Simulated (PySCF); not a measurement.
A structure optimised at B3LYP-D3(BJ)/def2-SVP, used in a PySCF frequency run:

```xyz
17

Be    -0.5025     0.8845     0.7055
C      0.1917    -0.3180    -0.2728
C      0.0789    -1.6781     0.4473
C     -0.5470    -0.4075    -1.6225
C      1.6801    -0.0141    -0.5320
H      0.5225    -2.4874    -0.1672
H     -0.9700    -1.9617     0.6416
H      0.6101    -1.6835     1.4151
H     -1.6178    -0.6409    -1.4945
H     -0.4809     0.5332    -2.1960
H     -0.1138    -1.2048    -2.2598
H      1.8223     0.9405    -1.0675
H      2.2606     0.0442     0.4045
H      2.1444    -0.8056    -1.1544
N     -1.1223     1.9341     1.5826
H     -1.5090     1.7780     2.5099
H     -1.2250     2.9181     1.3484
```
Charge 0, spin multiplicity 1.

Write its SMILES and formula.

C[C](C)(C)[Be][NH2], C4H11BeN

What are its rotational constants (standard atomic weights)?

4.4829, 2.0176, 2.0079 GHz
